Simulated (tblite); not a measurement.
Record of a relaxation.

Species: C8H16FP.
Atom-mapped SMILES: `[CH3:1][C@@H:2]1[CH2:3][CH2:4][P:5]([CH3:6])[C@@H:7]([CH3:8])[C@H:9]1[F:10]` (hydrogens: H11, H12, H13 on C1; H14 on C2; H15, H16 on C3; H17, H18 on C4; H19, H20, H21 on C6; H22 on C7; H23, H24, H25 on C8; H26 on C9)

Computed with GFN2-xTB (tblite), gas phase: L-BFGS steps from a force-field or distance-geometry start until the largest atomic force falls under 0.01 eV/Å. 4 of its 69 geometries are shown.

Step 0: E = -885.8172 eV, largest atomic force 1.407 eV/Å
```
atom  x, y, z in Å  |  force x, y, z in eV/Å
C1     -2.018   -0.031    1.469   -0.605   0.150   0.151
C2     -1.827   -0.056   -0.056    0.608  -0.672   0.700
C3     -1.322   -1.444   -0.526   -0.574   0.295  -0.153
C4      0.086   -1.789   -0.092   -0.114  -0.367   0.897
P5      1.314   -0.623   -0.785    0.104   0.192  -1.390
C6      2.705   -0.861    0.369    0.474   0.191   0.933
C7      0.572    0.964   -0.138    0.028   0.081   0.380
C8      1.368    2.170   -0.646   -0.049   0.079  -0.037
C9     -0.910    1.085   -0.525    0.006  -0.148   0.571
F10    -1.024    1.163   -1.882    0.076   0.076  -0.617
H11    -2.463    0.928    1.776    0.180  -0.269  -0.113
H12    -2.721   -0.821    1.784    0.340   0.289  -0.229
H13    -1.098   -0.160    2.034    0.032  -0.017  -0.182
H14    -2.803    0.094   -0.510   -0.160   0.137  -0.155
H15    -2.022   -2.204   -0.159    0.060   0.067   0.096
H16    -1.398   -1.475   -1.613    0.166   0.082  -0.141
H17     0.334   -2.804   -0.424    0.030   0.096  -0.138
H18     0.146   -1.817    1.009    0.003   0.095  -0.127
H19     3.143   -1.853    0.249   -0.116   0.078  -0.163
H20     2.399   -0.759    1.421   -0.029  -0.017  -0.156
H21     3.495   -0.119    0.188   -0.238  -0.203  -0.110
H22     0.646    0.951    0.960   -0.152   0.017  -0.040
H23     1.351    2.233   -1.732   -0.072  -0.151  -0.016
H24     0.935    3.090   -0.259    0.000   0.044   0.061
H25     2.412    2.127   -0.333   -0.114  -0.105   0.032
H26    -1.319    2.035   -0.133    0.116  -0.020  -0.055
```

Step 23: E = -885.9384 eV, largest atomic force 0.041 eV/Å
```
atom  x, y, z in Å  |  force x, y, z in eV/Å
C1     -2.020   -0.021    1.480   -0.009   0.007  -0.003
C2     -1.814   -0.070   -0.033   -0.005  -0.014   0.017
C3     -1.325   -1.438   -0.524   -0.013   0.014  -0.011
C4      0.089   -1.779   -0.070   -0.036   0.003   0.014
P5      1.308   -0.612   -0.854   -0.005   0.003   0.037
C6      2.690   -0.845    0.359    0.018   0.000   0.007
C7      0.573    0.948   -0.111    0.007   0.013  -0.007
C8      1.348    2.163   -0.616   -0.004   0.001   0.008
C9     -0.895    1.059   -0.518    0.007  -0.021   0.030
F10    -0.958    1.093   -1.904   -0.012  -0.020   0.017
H11    -2.441    0.938    1.776    0.026   0.007  -0.010
H12    -2.715   -0.802    1.783    0.027   0.005  -0.016
H13    -1.088   -0.165    2.022   -0.022   0.002  -0.014
H14    -2.788    0.110   -0.504    0.007   0.010  -0.008
H15    -2.024   -2.205   -0.177    0.020   0.019  -0.003
H16    -1.349   -1.431   -1.616   -0.004  -0.023  -0.013
H17     0.342   -2.792   -0.398   -0.002   0.021   0.020
H18     0.168   -1.746    1.020    0.026  -0.017  -0.011
H19     3.104   -1.843    0.223   -0.019   0.008  -0.003
H20     2.344   -0.735    1.387    0.031  -0.001  -0.027
H21     3.479   -0.123    0.160   -0.013  -0.005   0.001
H22     0.628    0.903    0.983   -0.023  -0.007  -0.032
H23     1.297    2.200   -1.703    0.006   0.026   0.024
H24     0.930    3.086   -0.215    0.001  -0.011   0.003
H25     2.394    2.102   -0.321   -0.016  -0.012  -0.004
H26    -1.300    2.028   -0.185    0.007  -0.008  -0.017
```

Step 45: E = -885.9435 eV, largest atomic force 0.034 eV/Å
```
atom  x, y, z in Å  |  force x, y, z in eV/Å
C1     -2.016    0.001    1.466   -0.008   0.003   0.013
C2     -1.820   -0.071   -0.046    0.007   0.002  -0.001
C3     -1.329   -1.446   -0.511   -0.002  -0.008  -0.006
C4      0.088   -1.775   -0.053    0.000   0.000  -0.008
P5      1.299   -0.611   -0.857   -0.027  -0.017  -0.011
C6      2.704   -0.845    0.329   -0.002   0.005  -0.004
C7      0.559    0.943   -0.107    0.004  -0.011   0.002
C8      1.338    2.172   -0.565    0.008  -0.003   0.001
C9     -0.898    1.046   -0.549    0.007   0.001  -0.003
F10    -0.930    1.032   -1.936   -0.011  -0.002   0.001
H11    -2.400    0.976    1.756   -0.019   0.022  -0.011
H12    -2.729   -0.757    1.779   -0.024  -0.004   0.010
H13    -1.087   -0.168    2.002    0.008  -0.007   0.010
H14    -2.795    0.100   -0.519    0.006   0.009   0.000
H15    -2.024   -2.206   -0.145    0.002  -0.012   0.008
H16    -1.355   -1.466   -1.603    0.000  -0.008  -0.009
H17     0.342   -2.791   -0.369    0.011   0.007  -0.003
H18     0.174   -1.733    1.036    0.010   0.005  -0.015
H19     3.096   -1.852    0.198   -0.007  -0.010  -0.005
H20     2.391   -0.711    1.363    0.000   0.006   0.013
H21     3.499   -0.142    0.094    0.012   0.013  -0.001
H22     0.585    0.876    0.986    0.016   0.004   0.009
H23     1.272    2.270   -1.646   -0.004   0.002  -0.006
H24     0.938    3.076   -0.108   -0.002   0.003   0.003
H25     2.387    2.082   -0.293    0.014   0.006   0.012
H26    -1.311    2.024   -0.259    0.001  -0.008   0.001
```

Step 68: E = -885.9455 eV, largest atomic force 0.009 eV/Å
```
atom  x, y, z in Å  |  force x, y, z in eV/Å
C1     -2.040    0.018    1.460    0.000   0.000  -0.002
C2     -1.820   -0.076   -0.048    0.000   0.002  -0.001
C3     -1.326   -1.457   -0.493   -0.005  -0.001  -0.004
C4      0.099   -1.774   -0.056   -0.003   0.001   0.002
P5      1.299   -0.609   -0.873   -0.002   0.008   0.003
C6      2.714   -0.844    0.301   -0.002   0.002  -0.002
C7      0.561    0.936   -0.105   -0.004   0.004   0.003
C8      1.339    2.175   -0.538    0.000  -0.002  -0.002
C9     -0.894    1.037   -0.553   -0.001   0.001  -0.001
F10    -0.920    1.013   -1.940    0.005   0.001   0.003
H11    -2.405    1.007    1.728    0.000  -0.003   0.001
H12    -2.780   -0.716    1.770    0.001   0.002   0.001
H13    -1.125   -0.169    2.015   -0.003  -0.002  -0.001
H14    -2.788    0.093   -0.536    0.003  -0.003  -0.001
H15    -2.010   -2.215   -0.101   -0.004  -0.003   0.002
H16    -1.372   -1.499   -1.584    0.002  -0.001  -0.007
H17     0.356   -2.789   -0.373    0.001  -0.002   0.004
H18     0.202   -1.727    1.031   -0.002   0.004   0.006
H19     3.090   -1.859    0.182    0.000   0.003  -0.003
H20     2.413   -0.689    1.337    0.005  -0.001   0.001
H21     3.517   -0.154    0.049    0.000  -0.002  -0.006
H22     0.585    0.853    0.988   -0.001   0.000   0.002
H23     1.272    2.295   -1.617    0.004  -0.002   0.000
H24     0.935    3.070   -0.063    0.001  -0.005  -0.003
H25     2.388    2.083   -0.265   -0.001   0.003   0.001
H26    -1.309    2.017   -0.272    0.003  -0.003   0.004
```

**Question.** Summarise the path.

**Answer.** The energy falls by 0.1283 eV from step 0 to step 68; nine tenths of that is first reached at step 11. It falls at every step. The largest force goes from 1.407 to 0.009 eV/Å. Among the bonds C4–P5 changes most (a near tie, within 0.001 Å, with another), from 1.830 to 1.862 Å; the atoms move by 0.101 Å rms after alignment.

What follows is the cost of the whole relaxation. The run took 0.75 s on Intel Xeon Platinum 8488C, one thread, shared host.
